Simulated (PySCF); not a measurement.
From one molecule to another.

First species: C₇H₁₀NO (charge +1).
SMILES: `C[n+]1cocc1C1CC1`

Second species: C₇H₁₀NO (charge +1).
Geometry (PBE0-D3(BJ)/def2-SVP, Å), atoms numbered from 1 in this order:
```
atom  x, y, z in Å
C1     2.6749    0.3760   -0.4959
O2     1.5007   -0.4282   -0.3901
C3     0.3549    0.1065   -0.0619
C4     0.1115    1.4568    0.2142
C5    -1.1693    1.8567    0.5540
C6    -2.2060    0.9175    0.6185
C7    -1.9183   -0.3958    0.3361
N8    -0.6659   -0.7904    0.0023
C9    -0.3821   -2.1981   -0.2927
H10    2.5555    1.1276   -1.2900
H11    2.8990    0.8582    0.4668
H12    3.4823   -0.3145   -0.7595
H13    0.9283    2.1751    0.1595
H14   -1.3659    2.9090    0.7715
H15   -3.2244    1.2020    0.8838
H16   -2.6719   -1.1840    0.3635
H17    0.0443   -2.2849   -1.2999
H18   -1.3178   -2.7624   -0.2312
H19    0.3420   -2.5891    0.4336
```

Levels: wB97X-D/def2-SVPD for HOMO energy, LUMO energy, HOMO–LUMO gap, static isotropic polarisability and electronic spatial extent ⟨r²⟩ about the centre of nuclear charge; TDDFT wB97X-D/def2-SVPD for lowest singlet excitation; PBE0-D3(BJ)/def2-SVP for rotational constant A and rotational constant C. Geometries: PBE0-D3(BJ)/def2-SVP. Each structure is a single optimised conformer of the isolated species, non-relativistic unless stated; the electronic structure was computed with PySCF and density fitting.

Dipoles, sizes and rotational constants follow the conformer. The torsions of the flexible species, by atom-mapped SMILES:
- `[CH3:1][n+:2]1[cH:3][o:4][cH:5][c:6]1[CH:7]1[CH2:8][CH2:9]1`: C5–C6–C7–C8 40°
- `[CH3:1][O:2][c:3]1[cH:4][cH:5][cH:6][cH:7][n+:8]1[CH3:9]`: C1–O2–C3–C4 0°

| property | column X | column Y |
| --- | --- | --- |
| HOMO energy | -13.68 eV | -13.50 eV |
| LUMO energy | -4.48 eV | -4.00 eV |
| HOMO–LUMO gap | 9.20 eV | 9.50 eV |
| lowest singlet excitation | 4.97 eV | 5.49 eV |
| static isotropic polarisability | 87.7 au | 82.8 au |
| electronic spatial extent ⟨r²⟩ about the centre of nuclear charge | 1159 bohr² | 1198 bohr² |
| rotational constant A | 2.626 GHz | 2.984 GHz |
| rotational constant C | 1.000 GHz | 0.983 GHz |

Problem. Which column belongs to which species?

Solution. Column X is the second species and column Y the first. The first has 19 atoms and 66 electrons, the second 19 and 66.

Problem. How does each property change from the first species to the second?

Solution. HOMO energy -0.18 eV; LUMO energy -0.48 eV; HOMO–LUMO gap -0.30 eV; lowest singlet excitation -0.52 eV; static isotropic polarisability +4.9 au; electronic spatial extent ⟨r²⟩ about the centre of nuclear charge -39 bohr²; rotational constant A -0.358 GHz; rotational constant C +0.017 GHz.

On the first: The principal polarisabilities are 61.2, 83.8 and 103.3 au; their mean is the isotropic value. The polarisability is 12.26 Å³ as a volume (1 au = 0.148185 Å³), or 1.25 au for each of the 66 electrons.

On the second: The polarisability is 13.00 Å³ as a volume (1 au = 0.148185 Å³), or 1.33 au for each of the 66 electrons. The principal polarisabilities are 55.0, 97.3 and 110.8 au; their mean is the isotropic value.
